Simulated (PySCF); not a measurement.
C₃H₇NOSi, SMILES C#CCN[SiH2]O. Geometry optimised at PBE0-D3(BJ)/def2-SVP. The structure was generated by enumeration, and PubChem lists no compound with its InChIKey, so it may never have been made. The values are those of a single conformer.

Computed equilibrium geometry at PBE0-D3(BJ)/def2-SVP (PySCF confirms it by a frequency run) as a Z-matrix (one conformer of several):
```
N
H 1 1.0160
C 1 1.4482 2 112.44
H 3 1.1035 1 110.46 2 47.96
H 3 1.1044 4 105.33 1 -117.52
C 3 1.4706 4 108.89 5 -115.82
C 6 1.2123 5 150.32 3 -175.20
H 7 1.0747 5 161.35 3 -179.55
Si 1 1.7379 2 116.61 3 -146.03
O 9 1.6660 1 115.01 2 67.90
H 10 0.9638 9 114.62 1 48.92
H 9 1.4842 10 105.21 11 168.30
H 9 1.4942 12 112.79 10 -121.20
```
Charge 0, spin multiplicity 1.
